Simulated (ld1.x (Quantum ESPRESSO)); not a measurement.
## Plane-wave convergence, TM potential for Ca

```json
{"Element": "Ca (Z = 20)", "Generator": "ld1.x (Quantum ESPRESSO) 7.5", "Type": "norm-conserving Troullier–Martins (Kleinman–Bylander form)", "Functional": "PBE", "Relativity": "scalar-relativistic", "Frozen core": "[Ne] 3s2", "Valence charge": "8", "Reference configuration": "3p6 3d0 4s2 4p0", "Partial waves": "4s (bound): rc 3.40 bohr; 3d (bound, empty): rc 3.00 bohr; 3p (bound): rc 1.65 bohr", "Local potential": "the p channel", "Core correction": "a·sin(br)/r model core inside 1.45 bohr"}
```

The pseudo-atom Hamiltonian at the reference potential is diagonalised in spherical Bessel functions j_l(qr) that vanish at 20 bohr, with q² up to the cutoff. All-electron valence levels (Ry): 4s -0.2768, 3d -0.1431, 3p -2.0586, 4p -0.1031.

**Question.** How do the lowest levels (Ry) of each channel move with the cutoff, and are there ghosts?

**Answer.**

| cutoff (Ry) | s #1 | s #2 | d #1 | d #2 | p #1 | p #2 | p #3 | f #1 | Σ f·Δε (mRy) |
| --- | --- | --- | --- | --- | --- | --- | --- | --- | --- |
| 8 | -2.0419 | -0.2764 | 0.0043 | 0.0792 | -1.5068 | -0.0716 | 0.0526 | 0.0958 | 3311.8 |
| 10 | -2.4331 | -0.2767 | -0.0122 | 0.0680 | -1.6938 | -0.0815 | 0.0488 | 0.0958 | 2188.7 |
| 15 | -2.7969 | -0.2768 | -0.0844 | 0.0495 | -1.9654 | -0.0971 | 0.0436 | 0.0958 | 558.8 |
| 18 | -2.8809 | -0.2768 | -0.1263 | 0.0452 | -2.0125 | -0.1002 | 0.0426 | 0.0958 | 276.7 |
| 21 | -2.9027 | -0.2768 | -0.1376 | 0.0444 | -2.0382 | -0.1020 | 0.0421 | 0.0958 | 122.4 |
| 30 | -2.9169 | -0.2768 | -0.1429 | 0.0440 | -2.0578 | -0.1036 | 0.0416 | 0.0958 | 4.6 |
| 35 | -2.9173 | -0.2768 | -0.1430 | 0.0440 | -2.0583 | -0.1037 | 0.0415 | 0.0958 | 1.7 |
| 40 | -2.9174 | -0.2768 | -0.1430 | 0.0440 | -2.0583 | -0.1037 | 0.0415 | 0.0958 | 1.6 |
| 45 | -2.9176 | -0.2768 | -0.1430 | 0.0440 | -2.0583 | -0.1037 | 0.0415 | 0.0958 | 1.3 |
| 55 | -2.9180 | -0.2768 | -0.1431 | 0.0440 | -2.0585 | -0.1037 | 0.0415 | 0.0958 | 0.5 |
| 60 | -2.9181 | -0.2768 | -0.1431 | 0.0440 | -2.0585 | -0.1037 | 0.0415 | 0.0958 | 0.3 |
| 400 | -2.9181 | -0.2768 | -0.1431 | 0.0440 | -2.0586 | -0.1037 | 0.0415 | 0.0958 | 0.0 |

Result: ghost state, extra bound levels that the all-electron valence spectrum of the same l lacks: s at -39.7 eV (a true bound ghost makes a file unfit for plane-wave use); 10 mRy is reached at 30 Ry and 1 mRy at 50 Ry.
